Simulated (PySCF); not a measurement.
A calculated (PBE0, PySCF 2.14, cc-pVDZ, no relativity, point nucleus) atom or ion has these occupied shells.

```json
{"shell": "1s α", "electrons": "1", "orbital energy (eV)": "-6455.0", "rms radius, mean of both spins (bohr)": "0.0712"}
{"shell": "1s β", "electrons": "1", "orbital energy (eV)": "-6454.9", "rms radius, mean of both spins (bohr)": "0.0712"}
{"shell": "2s α", "electrons": "1", "orbital energy (eV)": "-786.94", "rms radius, mean of both spins (bohr)": "0.306"}
{"shell": "2s β", "electrons": "1", "orbital energy (eV)": "-784.60", "rms radius, mean of both spins (bohr)": "0.306"}
{"shell": "2p α", "electrons": "3", "orbital energy (eV)": "-679.07", "rms radius, mean of both spins (bohr)": "0.275"}
{"shell": "2p β", "electrons": "3", "orbital energy (eV)": "-677.09", "rms radius, mean of both spins (bohr)": "0.275"}
{"shell": "3s α", "electrons": "1", "orbital energy (eV)": "-128.21", "rms radius, mean of both spins (bohr)": "0.915"}
{"shell": "3s β", "electrons": "1", "orbital energy (eV)": "-122.45", "rms radius, mean of both spins (bohr)": "0.915"}
{"shell": "3p α", "electrons": "3", "orbital energy (eV)": "-96.586", "rms radius, mean of both spins (bohr)": "0.973"}
{"shell": "3p β", "electrons": "3", "orbital energy (eV)": "-90.379", "rms radius, mean of both spins (bohr)": "0.973"}
{"shell": "3d α", "electrons": "4", "orbital energy (eV)": "-46.173", "rms radius, mean of both spins (bohr)": "1.14"}
```

Question: Name the element and its charge.

Answer: Mn³⁺ (manganese, charge +3), in [Ar] 3d4, high-spin 5D determinant.
